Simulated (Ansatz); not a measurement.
Species: YOCl, charge 0, multiplicity 1. SMILES: [O]=[Y][Cl]
Structure (B3LYP-D3(BJ)/def2-TZVP (Ansatz, a first-principles code) minimum search):
```xyz
3

Y      0.4451     0.3154    -0.2408
O     -0.5412     1.5481    -1.1308
Cl    -0.7665    -1.4521     1.0847
```
Charge 0, spin multiplicity 1.

Wanted: vertical electron affinity to the doublet, in eV. Set-up: STO-3G and 3-21G all-electron and non-relativistic; UHF or UKS for open shells; def2 sets with scalar-relativistic core potentials past Kr; no dispersion term unless named; valence correlation only (noble-gas shells and the d and f shells of earlier blocks); spin-orbit terms left out; each state is the SCF solution reached for its charge and spin; LANL2DZ with its own core potentials from Na on; six Cartesian d functions in 6-31G* and its kin unless marked 5d. Ab initio and DFT rows: single points at B3LYP-D3(BJ) geometries (Ansatz).

```
level                              program  vertical electron affinity to the doublet (eV)
---------------------------------  -------  ----------------------------------------------
HF/6-31G* with LANL2DZ past Ar      Ansatz                                            1.17
PBE/6-31G* with LANL2DZ past Ar     Ansatz                                            1.27
B3LYP/STO-3G                        Ansatz                                           -1.41
B3LYP/3-21G                         Ansatz                                            1.11
B3LYP/6-31G* with LANL2DZ past Ar   Ansatz                                            1.37
MP2/6-31G* with LANL2DZ past Ar     Ansatz                                            0.95
PBE/def2-TZVPD                      Ansatz                                            1.34
PBE0/def2-TZVPD                     Ansatz                                            1.37
wB97X-V/def2-TZVPD                  Ansatz                                            1.28
```

No value to compare with is used here. The 6 habitual levels span -1.41 (B3LYP/STO-3G) to 1.37 eV (B3LYP/6-31G* with LANL2DZ past Ar); PBE0/def2-TZVPD gives 1.37.

The levels are drawn from those run, B3LYP/6-31G* more often than the rest, none by its result; left out are runs that failed, that the program found above a lower state of the same kind, or whose <S^2> lies over 0.5 above the pure value.
